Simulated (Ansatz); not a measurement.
Ideal-gas functions of Ge3H6 (`[GeH2]1[GeH2][GeH2]1`) at 600 K and 1 bar, from an Ansatz frequency run at PBE0-D4/def2-TZVP.

Molar mass 223.88 g/mol, point group D3h (symmetry number 6), electronic degeneracy 1, moments of inertia 240.116, 240.128, 460.502 u Å². Harmonic wavenumbers (cm⁻¹, unscaled): 227, 227, 245, 246, 285, 312, 330, 544, 544, 589, 589, 633, 812, 826, 826, 2143, 2146, 2146, 2165, 2165, 2179.

Use S(trans) = R[1.5 ln M + 2.5 ln T − 1.1517]; rotational temperatures θ = 24.2544 K / I; S(rot) = R[ln(√π/σ · √(T³/θAθBθC)) + 1.5]; for each mode x = 1.438777 ν̃/T, S = R[x/(eˣ − 1) − ln(1 − e⁻ˣ)] and H = RT x/(eˣ − 1); 1 cm⁻¹ = 0.0119627 kJ/mol; R = 8.31446 J/(mol·K).

Question: By hand: the entropy, in J/(mol·K).

Answer: Translation 190.9. Rotation: θ = 0.101, 0.101, 0.0527 K, giving 113.4. Vibration, mode by mode: 13.47, 13.47, 12.86, 12.82, 11.64, 10.92, 10.47, 6.67, 6.67, 6.10, 6.10, 5.60, 3.97, 3.87, 3.87, 0.30, 0.30, 0.30, 0.29, 0.29, 0.28, in all 130.3. Electronic 0.0. Sum 434.6 J/(mol·K).

Question: By hand: H − E and G − E in kJ/mol, counted from the electronic energy.

Answer: Zero-point energy ½ × 20179 × 0.0119627 = 120.7; thermal vibration 42.1; translation, rotation and pV give 4 RT = 20.0. H − E = 182.8 kJ/mol, and G − E = 182.8 − 600 × 434.6/1000 = -78.0 kJ/mol.

Vibration gives 30 % of the entropy.
